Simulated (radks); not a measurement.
Valence configurations of Pt IV (all share [Xe]). All-electron calculation, scalar-relativistic Kohn-Sham, r2SCAN, spin-polarised, spherical densities, finite nucleus; open shells are filled with parallel spins first (spin-orbit coupling, left out, can overturn this in heavy ions); meta-GGA in the generalised Kohn-Sham scheme; Fermi nuclear charge, rms radius 5.427 fm. Program: a radial shooting solver on a logarithmic mesh with Libxc functionals. Energies are relative to 4f14 5d7; eigenvalues in eV for spin up.

[
 {"valence": "4f14 5d7", "E (eV)": "0.000", "moment (Bohr magnetons)": "3", "e(4f)": "-106.57", "e(5d)": "-40.147", "e(6p)": "-", "e(6s)": "-"},
 {"valence": "4f14 5d5 6p2", "E (eV)": "29.897", "moment (Bohr magnetons)": "7", "e(4f)": "-118.25", "e(5d)": "-49.577", "e(6p)": "-27.961", "e(6s)": "-"},
 {"valence": "4f14 5d6 6s1", "E (eV)": "4.341", "moment (Bohr magnetons)": "5", "e(4f)": "-110.89", "e(5d)": "-43.679", "e(6p)": "-", "e(6s)": "-35.269"},
 {"valence": "4f14 5d5 6s2", "E (eV)": "12.137", "moment (Bohr magnetons)": "5", "e(4f)": "-115.35", "e(5d)": "-46.948", "e(6p)": "-", "e(6s)": "-36.459"},
 {"valence": "4f14 5d5.5 6s1.5", "E (eV)": "8.364", "moment (Bohr magnetons)": "5", "e(4f)": "-113.14", "e(5d)": "-45.321", "e(6p)": "-", "e(6s)": "-35.896"},
 {"valence": "4f14 5d6.5 6p0.5", "E (eV)": "7.344", "moment (Bohr magnetons)": "4", "e(4f)": "-109.50", "e(5d)": "-42.558", "e(6p)": "-24.218", "e(6s)": "-"},
 {"valence": "4f13 5d5 6s2 6p1", "E (eV)": "108.39", "moment (Bohr magnetons)": "7", "e(4f)": "-134.28", "e(5d)": "-53.639", "e(6p)": "-28.313", "e(6s)": "-39.951"},
 {"valence": "4f13 5d7 6s1", "E (eV)": "79.692", "moment (Bohr magnetons)": "5", "e(4f)": "-123.49", "e(5d)": "-45.346", "e(6p)": "-", "e(6s)": "-35.640"},
 {"valence": "4f13 5d6 6s1 6p1", "E (eV)": "96.904", "moment (Bohr magnetons)": "7", "e(4f)": "-129.53", "e(5d)": "-50.179", "e(6p)": "-27.531", "e(6s)": "-38.758"},
 {"valence": "4f14 5d6 6p1", "E (eV)": "14.774", "moment (Bohr magnetons)": "5", "e(4f)": "-112.42", "e(5d)": "-44.922", "e(6p)": "-25.559", "e(6s)": "-"}
]

NIST lists [Xe] 4f14 5d7 as the ground configuration; this level of theory agrees among the configurations tried. The energies are those of spherical high-spin densities, not of single terms.
